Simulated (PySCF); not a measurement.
Zn(Br)(OH) (BrHOZn), SMILES [OH][Zn][Br]. Geometry: B3LYP-D3(BJ)/def2-TZVP. One conformer was computed; it need not be the lowest.

All values below come from B3LYP-D3(BJ)/def2-TZVP (PySCF).

Harmonic wavenumbers (cm⁻¹): 121, 128, 293, 677, 775, 3840. Rotational constants (GHz): 694.0, 1.578, 1.574; symmetry number 1.

Work out the zero-point energy and the ideal-gas rigid-rotor harmonic-oscillator thermochemistry at 298.15 K and 1 atm.

ZPE = ½ Σ hcν = ½ × 5834 cm⁻¹ = 8.34 kcal/mol. H − E(el) = 11.97 kcal/mol. Entropy in cal/(mol K): translation 41.16, rotation 22.75, vibration 8.09, total 72.00. G − E(el) = -9.49 kcal/mol. Cp = 15.06 cal/(mol K). Modes under 150 cm⁻¹ make the vibrational entropy uncertain.
